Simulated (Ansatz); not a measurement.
All numbers were calculated with Ansatz.

Basis-set series for CH$_{3}$F$_{3}$SZr, SMILES `C[S][Zr]([F])([F])[F]`. The species carries charge 0 and has multiplicity 1. Zr takes the def2 core potential. The geometry is a stationary point of PBE0-D4/def2-TZVP. It is one conformer, not always the lowest.

```xyz
9

C     1.233    0.776   -0.472
S    -0.457    1.061   -1.111
Zr   -1.258   -0.668    0.364
F    -0.342   -2.281   -0.049
F    -3.129   -0.865    0.145
F    -0.820   -0.187    2.149
H     1.875    0.476   -1.298
H     1.599    1.697   -0.022
H     1.299   -0.009    0.294
```

| functional | basis | functions | energy (Eh) | HOMO (eV) | LUMO (eV) |
| --- | --- | --- | --- | --- | --- |
| PBE0-D4 | def2-SVP | 120 | -784.11889 | -7.62 | -1.60 |
| PBE0-D4 | def2-QZVPP | 469 | -784.71723 | -7.64 | -1.62 |
| ωB97M-V | def2-SVP | 120 | -784.39144 | -9.72 | 0.57 |
| ωB97M-V | def2-QZVPP | 469 | -784.99733 | -9.78 | 0.41 |

Give the rows for def2-TZVPP. (Best estimate.)

The calculation gave: 
```tsv
functional	basis	functions	energy (Eh)	HOMO (eV)	LUMO (eV)
PBE0-D4	def2-TZVPP	264	-784.68357	-7.64	-1.63
ωB97M-V	def2-TZVPP	264	-784.96549	-9.77	0.48
```

Positive LUMOs are unbound and depend on the basis.
